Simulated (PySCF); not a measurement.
CH5NO2SW, SMILES [O]=[W]([O]C)([SH])=[NH], multiplicity 1. Geometry: B3LYP-D3(BJ)/def2-SVP. The multiplicity is an assumed one; other spin states were not compared. The def2 effective core potentials stand for the cores of W; spin–orbit coupling is left out. The values are those of a single conformer.

Computed equilibrium geometry at B3LYP-D3(BJ)/def2-SVP (PySCF confirms it by a frequency run) as Cartesian coordinates in Å (one conformer of several):
```xyz
11

W      0.0388     0.2142    -0.0831
O      0.1501     1.8876     0.2964
N      0.4422    -0.0945    -1.7721
H      0.7162     0.2991    -2.6714
O      1.1799    -0.7821     1.0309
C      2.2085    -1.7423     0.9591
H      1.9168    -2.6296     1.5444
H      2.3974    -2.0486    -0.0838
H      3.1345    -1.3248     1.3875
S     -2.2233    -0.4972     0.0471
H     -2.4539     0.0818     1.2530
```
